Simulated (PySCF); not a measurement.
## Two-photon absorption: `InChI=1S/C4H8O3S/c1-2-8(7)3-4(5)6/h2-3H2,1H3,(H,5,6)/t8-/m0/s1`

Molfile (atoms numbered from 1):
```
C4H8O3S
     RDKit          3D

 16 15  0  0  0  0  0  0  0  0999 V2000
   -2.3784   -0.1468   -0.7035 C   0  0  0  0  0  0  0  0  0  0  0  0
   -1.1473   -0.3796    0.1491 C   0  0  0  0  0  0  0  0  0  0  0  0
   -0.4311    1.2705    0.6023 S   0  0  0  0  0  4  0  0  0  0  0  0
   -0.1787    1.9646   -0.6530 O   0  0  0  0  0  0  0  0  0  0  0  0
    1.2331    0.5946    1.2061 C   0  0  0  0  0  0  0  0  0  0  0  0
    1.9973    0.0949    0.0278 C   0  0  0  0  0  0  0  0  0  0  0  0
    1.8387   -0.9825   -0.4885 O   0  0  0  0  0  0  0  0  0  0  0  0
    2.8584    1.0033   -0.4265 O   0  0  0  0  0  0  0  0  0  0  0  0
   -2.7663   -1.0895   -1.0829 H   0  0  0  0  0  0  0  0  0  0  0  0
   -2.1173    0.4874   -1.5485 H   0  0  0  0  0  0  0  0  0  0  0  0
   -3.1605    0.3476   -0.1304 H   0  0  0  0  0  0  0  0  0  0  0  0
   -0.3948   -0.9494   -0.3929 H   0  0  0  0  0  0  0  0  0  0  0  0
   -1.3879   -0.8751    1.0878 H   0  0  0  0  0  0  0  0  0  0  0  0
    1.7480    1.4278    1.6768 H   0  0  0  0  0  0  0  0  0  0  0  0
    1.0011   -0.1953    1.9130 H   0  0  0  0  0  0  0  0  0  0  0  0
    3.2780    0.7042   -1.2482 H   0  0  0  0  0  0  0  0  0  0  0  0
  1  2  1  0
  3  2  1  6
  3  4  2  0
  3  5  1  0
  5  6  1  0
  6  7  2  0
  6  8  1  0
  1  9  1  0
  1 10  1  0
  1 11  1  0
  2 12  1  0
  2 13  1  0
  5 14  1  0
  5 15  1  0
  8 16  1  0
M  END
```

The calculation used TDDFT CAM-B3LYP/def2-SVPD excited states, vertical, gas phase (PySCF 2.14.0). Geometry: GFN2-xTB.

Question: Give the one- and two-photon strengths of the lowest singlets.

Answer: δ for parallel linear polarisation; σ at the peak of a Lorentzian of half width 0.1 eV, single beam; Ω is circular over linear.
| state | E (eV) | f | photon λ (nm) | δ (au) | σ (GM) | Ω | main |
| --- | --- | --- | --- | --- | --- | --- | --- |
| S1 | 5.08 | 0.046 | 489 | 27.7 | 0.26 | 0.94 | HOMO→LUMO 0.90 |
| S2 | 5.66 | 0.002 | 438 | 7.47 | 0.09 | 0.93 | HOMO−2→LUMO 0.82 |
| S3 | 6.20 | 0.030 | 400 | 11.7 | 0.17 | 0.64 | HOMO→LUMO+4 0.35, HOMO→LUMO+3 0.22 |
| S4 | 6.33 | 0.061 | 392 | 24.7 | 0.36 | 1.50 | HOMO−1→LUMO 0.79, HOMO→LUMO+1 0.10 |
| S5 | 6.54 | 0.050 | 379 | 103 | 1.62 | 0.58 | HOMO→LUMO+2 0.39, HOMO→LUMO+1 0.28 |

Among these, the strongest one-photon state is S4, the strongest two-photon state S5, with a dipole change of 5.0 D (relaxed, norm of the difference vector).
